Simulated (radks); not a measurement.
The numbers below are computed, except where a source is named.
Ta, configuration [Xe] 4f14 5d4 6p1 (not the ground configuration).

Level of theory: scalar-relativistic Kohn-Sham, r2SCAN, spin-polarised, spherical densities, finite nucleus; open shells are filled with parallel spins first (spin-orbit coupling, left out, can overturn this in heavy ions); meta-GGA in the generalised Kohn-Sham scheme; Fermi nuclear charge, rms radius 5.3507 fm (a radial shooting solver on a logarithmic mesh with Libxc functionals).

Energy parts (hartree):
total: -15603.8515
kinetic: 17139.6429
electron-nucleus: -38536.0159
Hartree: 6108.3076
exchange-correlation: -315.7861

Orbitals (lengths in bohr, moments of r in powers of bohr; <r^-3> diverges for s and p1/2):
| orbital | occ. | eigenvalue (hartree) | <r^-3> |
|---|---|---|---|
| 1s down | 1 | -2478.247 | - |
| 1s up | 1 | -2478.247 | - |
| 2s up | 1 | -426.7002 | - |
| 2s down | 1 | -426.6929 | - |
| 2p up | 3 | -373.8532 | 18750 |
| 2p down | 3 | -373.8477 | 18750 |
| 3s down | 1 | -98.07691 | - |
| 3s up | 1 | -98.07631 | - |
| 3p down | 3 | -82.28250 | 4171 |
| 3p up | 3 | -82.28248 | 4171 |
| 3d up | 5 | -63.81910 | 537.1 |
| 3d down | 5 | -63.81590 | 537.1 |
| 4s up | 1 | -20.17058 | - |
| 4s down | 1 | -20.16664 | - |
| 4p up | 3 | -14.96633 | 956.8 |
| 4p down | 3 | -14.96314 | 956.3 |
| 4d up | 5 | -8.26986 | 105.3 |
| 4d down | 5 | -8.26571 | 105.3 |
| 5s up | 1 | -2.73829 | - |
| 5s down | 1 | -2.68421 | - |
| 5p up | 3 | -1.50019 | 127.1 |
| 5p down | 3 | -1.41849 | 133.3 |
| 4f up | 7 | -0.88686 | 17.17 |
| 4f down | 7 | -0.87362 | 17.34 |
| 5d up | 4 | -0.16950 | 5.254 |
| 6p up | 1 | -0.07962 | 7.347 |

The highest occupied level is 6p up at -2.167 eV. Spin moment in Bohr magnetons: 5.
